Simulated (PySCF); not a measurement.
Electron correlation in Rh⁺ (rhodium, charge +1)

[Kr] 4d7 5s1, high-spin 5F determinant (an excited configuration). All numbers are calculated (PySCF 2.14, scalar relativity by spin-free X2C-1e, in aug-cc-pVTZ-DK (9s8p6d3f2g, 102 functions)). Frozen: [Kr]; 8 electrons correlated.

| level | correlation energy (mhartree) |
| --- | --- |
| CCSD | -189.17 |
| (T) | -5.82 |
| CCSD(T) | -194.99 |

Diagnostics: T1 = 0.0093, D1 = 0.0330, largest double amplitude 0.019.

Cost of the coupled-cluster step: about 27 core-seconds, for 8 correlated electrons.
